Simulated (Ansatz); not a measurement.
Cost and result up the ladder for Sr4Te4 (8 atoms). Total charge 0; singlet. Geometry: r2SCAN-D4/def2-SVP.

```xyz
8

Sr    2.050    1.773   -2.545
Sr    2.955   -1.612    1.274
Sr   -2.940    1.608   -1.263
Sr   -2.053   -1.775    2.537
Te   -4.063   -0.121    0.972
Te    0.782   -2.714    3.089
Te   -0.776    2.766   -3.055
Te    4.045    0.075   -1.009
```

Ansatz on 4 threads of Arm Neoverse V1 on a shared host. Times are rough, and most runs start from the orbitals of an earlier one. r2SCAN0-D4/def2-TZVP serves as the yardstick here, not as an exact answer. Binding counts from free atoms at the same level (Sr singlet, Te triplet; other spins of the atoms weren't run), without zero-point energy.

In the def2 sets Sr, Te take a core potential; there is no spin–orbit coupling. Correlated methods freeze 16 core orbitals; core or outer-core shells of Sr, Te are correlated, in sets that lack core-valence functions. The structure comes from a short search, and lower isomers may exist.

```tsv
level	functions	wall time
LDA (SPW92)/def2-TZVP	332	8.5 s
PBE-D4/def2-TZVP (with forces)	332	15 s
r2SCAN-D4/def2-TZVP	332	28 s
MP2/def2-TZVP	332	33 s
PBE0-D4/def2-TZVP	332	34 s
r2SCAN0-D4/def2-TZVP	332	44 s
```

Estimate what each level gives for the binding energy per atom (eV).


```json
{"level": "LDA (SPW92)/def2-TZVP", "binding energy per atom (eV)": "2.80", "difference from r2SCAN0-D4/def2-TZVP (eV)": "0.21"}
{"level": "PBE-D4/def2-TZVP (with forces)", "binding energy per atom (eV)": "2.52", "difference from r2SCAN0-D4/def2-TZVP (eV)": "-0.07"}
{"level": "r2SCAN-D4/def2-TZVP", "binding energy per atom (eV)": "2.65", "difference from r2SCAN0-D4/def2-TZVP (eV)": "0.06"}
{"level": "MP2/def2-TZVP", "binding energy per atom (eV)": "2.39", "difference from r2SCAN0-D4/def2-TZVP (eV)": "-0.20"}
{"level": "PBE0-D4/def2-TZVP", "binding energy per atom (eV)": "2.53", "difference from r2SCAN0-D4/def2-TZVP (eV)": "-0.06"}
{"level": "r2SCAN0-D4/def2-TZVP", "binding energy per atom (eV)": "2.59", "difference from r2SCAN0-D4/def2-TZVP (eV)": "0.00"}
```
